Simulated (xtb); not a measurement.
CH₃AlF₂, SMILES [CH3][Al]([F])[F]. All values are semi-empirical tight-binding results from xtb (GFN2-xTB unless named), good for trends rather than for accurate numbers. Geometry optimised at GFN2-xTB. The isomer is the one that the SMILES or the coordinates give; other isomers of the formula were not compared.

A frequency run showed that this geometry is not a minimum.

For metal compounds this method's bond lengths and energies can be far off.

| Quantity | Result |
|---|---|
| point group as xtb finds it | Cs |
| orbital gap | 4.76 eV |
